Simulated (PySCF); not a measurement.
ClFH₃NOSi, SMILES F[Si@](N)(Cl)O.

Geometry: PBE0-D3(BJ)/def2-SVP. The structure was generated by enumeration; whether it is a known compound was not checked. Other conformers were not sampled.

Method: M06-2X/def2-TZVP (PySCF).

### Question
Estimate the frontier levels, gap, dipole moment and polarisability. (The exact figures need the calculation; the answer reports its results.)

### Answer

```yaml
highest_occupied_level: -9.77 eV
lowest_empty_level: 0.95 eV
orbital_gap: 10.72 eV
dipole_moment: 3.19 D
quadrupole, principal values (traceless, Buckingham form, about the centre of nuclear charge): -6.35, 2.80, 3.55 D·Å
mean_static_polarisability: 43.1 bohr³ (6.39 Å³)
polarisability_principal_values: 37.9, 41.0, 50.5 bohr³
```
